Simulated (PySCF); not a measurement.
PySCF 2.14 output of an unrestricted M06-2X calculation on a single atom or ion in x2c-TZVPPall (11s7p7d4f2g, 113 functions), with the spin-free X2C one-electron Hamiltonian (Gaussian nucleus):

```
SCF conv_tol = 1e-09
number electrons alpha = 35  beta = 31
    Y. Zhao and D. G. Truhlar.,  Theor. Chem. Acc. 120, 215 (2008)
    Y. Zhao and D. G. Truhlar.,  Theor. Chem. Acc. 120, 215 (2008)
cycle= 1 E= -12616.8674024951  delta_E= -0.0304  |g|= 0.222  |ddm|= 0.457
cycle= 2 E= -12616.8586247046  delta_E= 0.00878  |g|= 0.396  |ddm|= 0.253
cycle= 3 E= -12616.8718461652  delta_E= -0.0132  |g|= 0.00494  |ddm|= 0.114
cycle= 4 E= -12616.8718526125  delta_E= -6.45e-06  |g|= 0.00458  |ddm|= 0.0174
cycle= 5 E= -12616.8718551062  delta_E= -2.49e-06  |g|= 0.000363  |ddm|= 0.00495
cycle= 6 E= -12616.8718551539  delta_E= -4.77e-08  |g|= 4.18e-05  |ddm|= 0.000632
cycle= 7 E= -12616.8718551573  delta_E= -3.39e-09  |g|= 1.47e-05  |ddm|= 0.000135
cycle= 8 E= -12616.8718551579  delta_E= -6.64e-10  |g|= 1.23e-05  |ddm|= 3.56e-05
converged SCF energy = -12616.8718551579  <S^2> = 6.0062331  2S+1 = 5.0024926
```

The run itself started from symmetry-adapted Hartree-Fock orbitals and held the occupation by maximum overlap, on a logarithmic radial grid, so the iterations belong to that start.

**Question.** Which element, charge and spin multiplicity is this?

**Answer.** Ho⁺ (holmium, charge +1), multiplicity 5; the state was [Xe] 4f11 6s1, one real determinant.

⟨L²⟩ = 34.01 against 42 for a pure I term, so this real determinant mixes terms. Spin-orbit coupling, absent here, splits the open shell strongly.
